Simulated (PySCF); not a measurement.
**Se³¹⁺: ionisation energy**

Se³¹⁺ [He] 2s1 (2S) → Se³²⁺ 1s2 (1S), as a difference of total energies. Calculation: PySCF 2.14, in an even-tempered Gaussian basis (19 s from 9.9 bohr⁻², ratio 2.2; 8 p from 15 bohr⁻², ratio 2.4; 5 d from 46 bohr⁻², ratio 2.4; 5 f from 69 bohr⁻², ratio 2.4; 4 g from 100 bohr⁻², ratio 2.4); scalar relativity by spin-free X2C-1e. Correlated levels: nothing frozen; virtual orbitals above 40 to 60 times the deepest correlated orbital energy dropped. The calculations carry no spin-orbit coupling.

```csv
method,ionisation energy (eV)
UHF,3638.2
LDA,3634.2
PBE,3641.2
PBE0,3640.5
r2SCAN,3636.5
M06-2X,3641.7
PW91,3641.7
MP2 (all electrons),3638.4
SCS-MP2 (all electrons),3638.4
```

For this ion Breit and QED terms and the two-electron picture change, all absent here, outweigh the differences among the correlated methods.

For comparison: 3636.5 eV (theoretical estimate listed by NIST; NIST Atomic Spectra Database, ionization energies).
